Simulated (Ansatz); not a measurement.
Basis sets compared for Ag₄ (the lowest singlet isomer of a short search). Total charge 0; singlet. Geometry PBE-D4/def2-SVP. Ansatz on 4 threads of INTEL XEON PLATINUM 8581C on a shared host; times are rough, and most runs start from earlier orbitals.

```xyz
4

Ag    0.9216   -2.2253   -0.1787
Ag    0.5192    0.1186    1.1988
Ag   -0.9227    2.2248    0.1792
Ag   -0.5181   -0.1181   -1.1993
```

In the def2 sets Ag takes a core potential; there is no spin–orbit coupling. The structure comes from a short search, and lower isomers may exist.

Binding counts from free atoms (Ag doublet) in the same basis, without a counterpoise term.

```
                            level  functions  energy (Eh)  HOMO (eV)  LUMO (eV)  binding per atom (eV)  wall time
                  PBE-D4/def2-SVP        124    -587.9584      -4.45      -3.62                   1.20     0.95 s
                 PBE-D4/def2-TZVP        160    -588.1122      -4.49      -3.65                   1.21      1.2 s
r2SCAN-D4/def2-TZVP (with forces)        160    -588.2460      -4.45      -3.43                   1.22      2.9 s
                 PBE0-D4/def2-SVP        124    -587.8758      -4.78      -2.79                   1.05        2 s
                PBE0-D4/def2-TZVP        160    -588.0230      -4.81      -2.79                   1.07      1.8 s
```

Question: Estimate the rows for PBE-D4/def2-TZVPD, r2SCAN-D4/def2-TZVPD, PBE0-D4/def2-TZVPD.

Answer: 
| level | functions | energy (Eh) | HOMO (eV) | LUMO (eV) | binding per atom (eV) | wall time |
| --- | --- | --- | --- | --- | --- | --- |
| PBE-D4/def2-TZVPD | 160 | -588.1122 | -4.49 | -3.65 | 1.21 | 1.2 s |
| r2SCAN-D4/def2-TZVPD | 160 | -588.2460 | -4.45 | -3.43 | 1.22 | 2.6 s |
| PBE0-D4/def2-TZVPD | 160 | -588.0230 | -4.81 | -2.79 | 1.07 | 1.3 s |
